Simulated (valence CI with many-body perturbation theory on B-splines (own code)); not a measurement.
# Which ion has this spectrum?

A relativistic CI+MBPT calculation for an atom or ion with 39 electrons gives these levels (eV):

```tsv
J	Parity	E	g
3/2	even	0.000	0.69
5/2	even	16.383	1.05
3/2	even	18.824	1.20
7/2	even	20.319	1.05
9/2	even	20.658	1.05
1/2	even	20.850	1.86
5/2	even	29.067	1.29
7/2	even	36.462	1.11
9/2	even	38.220	1.14
3/2	even	39.948	1.13
1/2	even	41.081	1.47
5/2	even	41.875	1.25
11/2	even	42.066	1.09
5/2	even	44.782	1.10
```

The energies are calculated, and their last digits are not significant.

Question: Which is it?
A. Hf33+
B. Re36+
C. Pt39+
D. Os37+

Answer: B. Re36+, ground level (4d3/2^3) J=3/2.
